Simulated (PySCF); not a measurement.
Predicted microwave data (CAM-B3LYP/def2-SVPD in PySCF (dipole) on a GFN2-xTB geometry, gas phase) for one isomer of C5H11PSi:

```
Rotational constants : A = 1857, B = 1326, C = 865.6 MHz
Dipole components    : |μa| = 0.84 D, |μb| = 0.42 D, |μc| = 0.35 D
Inertial defect      : -69.58 u·Å²
κ                    : -0.07
```

Task: Which structure is it? (One computed conformer of each.)
A. `[CH2:1]=[CH:2][CH:3]([CH:4]=[CH2:5])[SiH2:6][PH2:7]` with C1–C2–C3–C4 145°, C2–C3–C4–C5 -137°, C2–C3–Si6–P7 53°, C3–Si6–P7–H 73° and 166°
B. `[CH3:1][C:2]1=[CH:3][CH2:4][Si@@H:5]([PH2:6])[CH2:7]1` with C4–Si5–P6–H -170° and -77°
C. `[CH2:1]=[CH:2][Si:3]1([PH2:4])[CH2:5][CH2:6][CH2:7]1` with C1–C2–Si3–P4 1°, C2–Si3–P4–H -48° and 45°, C2–Si3–C5–C6 100°, Si3–C5–C6–C7 13°, C5–C6–C7–Si3 -13°, C2–Si3–C7–C6 -100°
D. `[CH2:1]=[CH:2][Si@H:3]([PH2:4])[CH:5]1[CH2:6][CH2:7]1` with C1–C2–Si3–P4 -128°, C2–Si3–P4–H 169° and 76°, C2–Si3–C5–C6 -26°

Result: D. It is C=C[Si@H](P)C1CC1, an asymmetric top, point group C1. The candidates at the same level (rigid rotor, commonest isotopes):

```json
{"SMILES": "C=C[Si]1(P)CCC1", "A (MHz)": "2058", "B (MHz)": "1422", "C (MHz)": "1004", "μa (D)": "0.27", "μb (D)": "1.09", "μc (D)": "0.01", "Δ (u·Å²)": "-97.62", "point group": "–", "rotor": "asymmetric top"}
{"SMILES": "CC1=CC[Si@@H](P)C1", "A (MHz)": "3642", "B (MHz)": "988.6", "C (MHz)": "881.7", "μa (D)": "0.42", "μb (D)": "0.02", "μc (D)": "0.58", "Δ (u·Å²)": "-76.76", "point group": "C1", "rotor": "near-prolate asymmetric top"}
{"SMILES": "C=C[Si@H](P)C1CC1", "A (MHz)": "1857", "B (MHz)": "1326", "C (MHz)": "865.6", "μa (D)": "0.84", "μb (D)": "0.42", "μc (D)": "0.35", "Δ (u·Å²)": "-69.58", "point group": "C1", "rotor": "asymmetric top"}
{"SMILES": "C=CC(C=C)[SiH2]P", "A (MHz)": "2500", "B (MHz)": "1115", "C (MHz)": "842.8", "μa (D)": "0.34", "μb (D)": "0.40", "μc (D)": "0.24", "Δ (u·Å²)": "-55.71", "point group": "C1", "rotor": "asymmetric top"}
```

`CC1=CC[Si@@H](P)C1` has A 96 % too high; `C=CC(C=C)[SiH2]P` has A 35 % too high; `C=C[Si]1(P)CCC1` has C 16 % too high. No structure here is proved a minimum.
